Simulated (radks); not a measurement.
Task: All-electron atom: Mg II in [Ne] 3s1. Method: Dirac Kohn-Sham, PBE, spin-unpolarised, spherical densities, finite nucleus; Fermi nuclear charge, rms radius 3.057 fm; computed with a radial shooting solver on a logarithmic mesh with Libxc functionals. Some entries of the table are withheld. Estimate them.

orbital,occ.,eigenvalue (hartree),<1/r> (bohr^-1),r(max) (bohr)
1s1/2,2,(1),(2),0.08506
2s1/2,2,-3.26737,2.103,0.5466
2p1/2,2,(3),(4),0.4775
2p3/2,4,(5),(6),0.4790
3s1/2,1,(7),(8),2.359

Result: 
(1) 1s1/2 eigenvalue (hartree): -46.62752
(2) 1s1/2 <1/r> (bohr^-1): 11.63
(3) 2p1/2 eigenvalue (hartree): -2.05294
(4) 2p1/2 <1/r> (bohr^-1): 1.964
(5) 2p3/2 eigenvalue (hartree): -2.04231
(6) 2p3/2 <1/r> (bohr^-1): 1.956
(7) 3s1/2 eigenvalue (hartree): -0.41813
(8) 3s1/2 <1/r> (bohr^-1): 0.4776
